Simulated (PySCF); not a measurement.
C5H9NO, SMILES N1(C(=O)CCC1)C.

Geometry: B3LYP-D3(BJ)/def2-SVP. Other conformers were not sampled.

Calculation: TDA-B3LYP/def2-SVPD run with PySCF 2.14.0.

Vertical excitations. Gas-phase values at a fixed geometry.

### Question
Give excitation energies, oscillator strengths and character. (The exact figures need the calculation; the answer reports its results.)

### Answer

| state | energy (eV) | λ (nm) | f | main pairs |
|---|---|---|---|---|
| S1 | 5.71 | 217 | 0.001 | HOMO−1→LUMO+1 77 %, HOMO→LUMO+1 18 % |
| S2 | 6.06 | 205 | 0.022 | HOMO→LUMO 96 % |
| S3 | 6.41 | 194 | 0.003 | HOMO−1→LUMO 94 % |
| S4 | 6.74 | 184 | 0.014 | HOMO→LUMO+2 86 % |
| S5 | 6.95 | 178 | 0.189 | HOMO→LUMO+1 43 %, HOMO−1→LUMO+2 21 %, HOMO−1→LUMO+1 17 %, HOMO→LUMO+2 10 % |
| S6 | 7.04 | 176 | 0.003 | HOMO→LUMO+3 96 % |
| T1 | 5.09 | 244 | 0 | HOMO→LUMO+1 93 % |
| T2 | 5.29 | 234 | 0 | HOMO−1→LUMO+1 93 % |
Triplets are in the Tamm–Dancoff approximation.
